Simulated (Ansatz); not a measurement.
## Relative stability

The two ends of one reaction step of GeH$_{5}$ClF$_{2}$, closed shell (PBE0-D4/def2-TZVP).

A:

```json
{"atom": "Ge1", "x (Å)": "-0.9878", "y (Å)": "-0.8839", "z (Å)": "-0.7891"}
{"atom": "Cl2", "x (Å)": "1.3675", "y (Å)": "-0.5149", "z (Å)": "2.1725"}
{"atom": "H3", "x (Å)": "0.2547", "y (Å)": "-1.7673", "z (Å)": "-0.8646"}
{"atom": "H4", "x (Å)": "-1.6865", "y (Å)": "-0.8775", "z (Å)": "0.5680"}
{"atom": "H5", "x (Å)": "-1.9422", "y (Å)": "-1.0596", "z (Å)": "-1.9731"}
{"atom": "H6", "x (Å)": "0.6422", "y (Å)": "1.6523", "z (Å)": "-0.1564"}
{"atom": "F7", "x (Å)": "-0.3859", "y (Å)": "0.7762", "z (Å)": "-1.0046"}
{"atom": "H8", "x (Å)": "1.4765", "y (Å)": "0.6444", "z (Å)": "1.5998"}
{"atom": "F9", "x (Å)": "1.2615", "y (Å)": "2.0302", "z (Å)": "0.4475"}
```

B:

```
atom    x (Å)    y (Å)    z (Å)
 Ge1  -0.8964  -1.2310  -0.0430
 Cl2   0.2359  -0.6198   1.7397
  H3   0.1433  -1.5805  -1.1013
  H4  -1.6813  -2.4514   0.4467
  H5  -1.7957  -0.0502  -0.3910
  H6   0.9151   1.6430  -0.8729
  F7   0.4854   1.2566  -1.6099
  H8   1.1298   1.1358   1.1393
  F9   1.4638   1.8975   0.6924
```

Computed with Ansatz 0.2.0 (basis: def2-TZVPP); correlated methods freeze the cores. Filled d shells of the heavier atoms are correlated. The def2 sets are not built for correlating such inner shells, so the correlated values are less sure here. B3LYP uses VWN-RPA correlation.

(1) Which structure is lower at CCSD(T), and by how much? (To be estimated.)

T1 diagnostic: at most 0.011.

Results:

(1) By the calculation: B, by 14.6 kJ/mol (electronic energy, against the other). By their contacts, A is a complex of GeH₃F ([F][GeH3]) + HCl + HF and B is a complex of GeH₃Cl ([Cl][GeH3]) + HF + HF.

All methods give the same order:

```csv
method,E(B) − E(A) (kJ/mol)
SPW92,-22.1
PBE-D4,-20.4
BLYP-D4,-12.1
r2SCAN-D4,-15.7
B97M-V,-9.7
PBE0-D4,-22.2
B3LYP-D4,-13.8
r2SCAN0-D4,-18.9
BHLYP-D4,-13.6
CAM-B3LYP-D4,-9.3
wB97X-V,-12.9
wB97M-V,-15.9
B2PLYP,-12.8
PBE-QIDH,-20.6
RPA on PBE,-10.9
HF,-7.5
MP2,-18.0
CCSD,-13.4
CCSD(T),-14.6
```

Labels in which every atom is bracketed show which atoms are joined, not bond orders.

For scale, one of the runs: CCSD(T)/def2-TZVPP, 222 basis functions, launched by `ansatz run in.yaml --threads 8 --pin off --events-out ev --progress --plain --max-ram 19148MiB`. The run took 73 s on 8 CPU threads of an Arm Neoverse V2 (shared host), with 3.7 GiB of host memory at its peak.
